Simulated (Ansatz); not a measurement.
`CS[AsH2]` + H₂ → `[AsH3]` + CH₃SH at 700 K and 1 bar (hydrogenolysis of the As–S bond).

Gas-phase electronic energies from Ansatz, PBE0-D4/def2-TZVP geometries. CBS: MP2 limit from def2 TZ/QZ plus the TZ coupled-cluster correction, frozen cores. This one scheme is used for every species. For As outer-core shells are correlated without core-valence functions, which leaves a few kJ/mol of doubt a bond. Scalar relativity is left out up to krypton.

```json
{"species": "`CS[AsH2]`", "CCSD(T)/CBS energy (Eh)": "-2673.84263", "H − E (kJ/mol)": "202.3", "S (J/(mol·K))": "411.0"}
{"species": "H₂", "CCSD(T)/CBS energy (Eh)": "-1.17544", "H − E (kJ/mol)": "46.8", "S (J/(mol·K))": "155.3"}
{"species": "`[AsH3]`", "CCSD(T)/CBS energy (Eh)": "-2236.79077", "H − E (kJ/mol)": "87.1", "S (J/(mol·K))": "262.7"}
{"species": "CH₃SH", "CCSD(T)/CBS energy (Eh)": "-438.22835", "H − E (kJ/mol)": "160.2", "S (J/(mol·K))": "309.0"}
```

H − E and S are ideal-gas, rigid-rotor, harmonic terms from PBE0-D4/def2-TZVP. For small species the MP2-based limit differs from directly extrapolated CCSD(T) by up to some mEh (0.8 for H₂); such offsets cancel only in part. 1 Eh = 2625.50 kJ/mol, R = 8.31446 J/(mol·K).

By hand: ΔE, ΔH, ΔS and ΔG.

ΔE = (-2236.79077) + (-438.22835) − (-2673.84263) − (-1.17544) = -0.00105 Eh = -2.8 kJ/mol. Δ(H − E) = 87.1 + 160.2 − 202.3 − 46.8 = -1.8, so ΔH = -4.6 kJ/mol. ΔS = 262.7 + 309.0 − 411.0 − 155.3 = 5.4 J/(mol·K). ΔG = -4.6 − 700 × (5.4)/1000 = -8.4 kJ/mol.

By hand: the equilibrium constant, and the temperature at which ΔG would vanish if ΔH and ΔS stayed fixed.

log₁₀ K = −ΔG/(RT ln 10) = 0.6. ΔH and −TΔS have one sign here, so there is no such temperature.

TΔS isn't small against ΔH here. A doubt of 5 kJ/mol in ΔE shifts log₁₀ K by 0.4 here. Modes under 60 cm⁻¹, often nearly free rotors, make the harmonic entropy too high. These are equilibria of isolated gas molecules and say nothing of rates. Largest T1 diagnostic: 0.011 (customary marks: 0.02 for closed shells, 0.045 for open ones).

ΔS is within the doubt of such terms, so its sign, and with it that verdict, could turn.
